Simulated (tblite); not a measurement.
Species: C5H7O2P.
Bonds: O1–C2, C2–P3, P3–C4, C4–C5 (aromatic), C5–C6 (aromatic), C6–C7 (aromatic), C7–O8 (aromatic), C4–O8 (aromatic). Hydrogens: H9 on O1; H10, H11 on C2; H12 on P3; H13 on C5; H14 on C6; H15 on C7.

Computed with GFN2-xTB (tblite), gas phase: Langevin dynamics at 400 K from the optimised GFN2-xTB geometry, time step 0.5 fs, friction 0.01 fs⁻¹, 2000 steps.

Start geometry:
```
atom  x, y, z in Å
O1     -2.201    0.963    0.238
C2     -2.270   -0.431    0.312
P3     -1.129   -1.303   -0.908
C4      0.405   -0.498   -0.373
C5      1.051    0.653   -0.743
C6      2.222    0.715    0.046
C7      2.205   -0.397    0.831
O8      1.116   -1.137    0.583
H9     -1.292    1.245    0.406
H10    -2.044   -0.802    1.324
H11    -3.297   -0.709    0.066
H12    -1.356   -0.374   -1.926
H13     0.731    1.355   -1.487
H14     2.970    1.481    0.029
H15     2.884   -0.755    1.580
```

The statistics below take the 31 frames saved every 25 fs from 250 to 1000 fs; their kinetic temperature (all 3N coordinates) averages 401 K.

Q: Give the mean, spread and extremes of the bond lengths.

A: 
```
  bond  start (Å)  mean (Å)  standard deviation (Å)  shortest (Å)  longest (Å)
 O1–C2      1.398     1.398                   0.030         1.304        1.451
 C2–P3      1.885     1.902                   0.039         1.843        1.977
 P3–C4      1.813     1.816                   0.032         1.772        1.889
 C4–C5      1.371     1.377                   0.031         1.319        1.434
 C5–C6      1.414     1.410                   0.020         1.365        1.456
 C6–C7      1.362     1.365                   0.021         1.324        1.406
 C7–O8      1.339     1.343                   0.026         1.298        1.394
 C4–O8      1.352     1.358                   0.034         1.295        1.402
 O1–H9      0.966     0.972                   0.032         0.921        1.035
C2–H10      1.101     1.109                   0.044         1.015        1.182
C2–H11      1.093     1.114                   0.050         1.020        1.207
P3–H12      1.396     1.404                   0.027         1.338        1.454
C5–H13      1.072     1.077                   0.021         1.039        1.118
C6–H14      1.071     1.072                   0.026         1.002        1.137
C7–H15      1.072     1.077                   0.025         1.015        1.156
```

Q: Give the same statistics for bond angles, one of each kind among heavy atoms.

A: 
```json
{"angle": "O1–C2–P3", "start (°)": "113.4", "mean (°)": "114.5", "standard deviation (°)": "4.7", "smallest (°)": "103.1", "largest (°)": "125.6"}
{"angle": "C2–P3–C4", "start (°)": "96.7", "mean (°)": "98.7", "standard deviation (°)": "4.2", "smallest (°)": "90.9", "largest (°)": "107.7"}
{"angle": "P3–C4–C5", "start (°)": "133.8", "mean (°)": "135.6", "standard deviation (°)": "6.6", "smallest (°)": "119.7", "largest (°)": "146.3"}
{"angle": "P3–C4–O8", "start (°)": "116.4", "mean (°)": "113.8", "standard deviation (°)": "6.5", "smallest (°)": "103.4", "largest (°)": "129.0"}
{"angle": "C5–C4–O8", "start (°)": "109.9", "mean (°)": "109.4", "standard deviation (°)": "2.7", "smallest (°)": "101.8", "largest (°)": "114.2"}
{"angle": "C4–C5–C6", "start (°)": "106.1", "mean (°)": "106.0", "standard deviation (°)": "2.6", "smallest (°)": "101.2", "largest (°)": "111.5"}
{"angle": "C5–C6–C7", "start (°)": "106.0", "mean (°)": "106.1", "standard deviation (°)": "3.3", "smallest (°)": "100.3", "largest (°)": "112.7"}
{"angle": "C6–C7–O8", "start (°)": "110.8", "mean (°)": "110.5", "standard deviation (°)": "4.0", "smallest (°)": "102.9", "largest (°)": "116.3"}
{"angle": "C4–O8–C7", "start (°)": "107.3", "mean (°)": "107.3", "standard deviation (°)": "3.3", "smallest (°)": "101.9", "largest (°)": "114.9"}
```

Q: Follow the torsions O1–C2–P3–C4 and C2–P3–C4–C5 through every second one of these frames.

A: 
```tsv
t (fs)	O1–C2–P3–C4 (°)	C2–P3–C4–C5 (°)
250	42	-124
300	61	-116
350	66	-116
400	59	-121
450	63	-120
500	56	-120
550	41	-123
600	61	-112
650	49	-103
700	25	-79
750	50	-87
800	50	-112
850	65	-95
900	62	-90
950	58	-102
1000	69	-105
```

Largest departure from the start value over all these frames: O1–C2–P3–C4 31° (start 56°), C2–P3–C4–C5 34° (start -89°).

Q: How widely does the potential energy scatter, against a harmonic estimate?

A: Mean 0.67 eV above the start, standard deviation 0.138 eV, range 0.47 to 1.05 eV. For 39 classical harmonic modes at 400 K the canonical values are 39kT/2 = 0.67 eV and kT·√(39/2) = 0.152 eV.

The run is classical and short, so these are rough statistics of one trajectory.

What follows is the cost of the whole dynamics run. Hardware: Intel Xeon Platinum 8375C at 2.90 GHz, one thread, on a shared host. Cost: 15 s wall, 0.19 GiB resident at most.
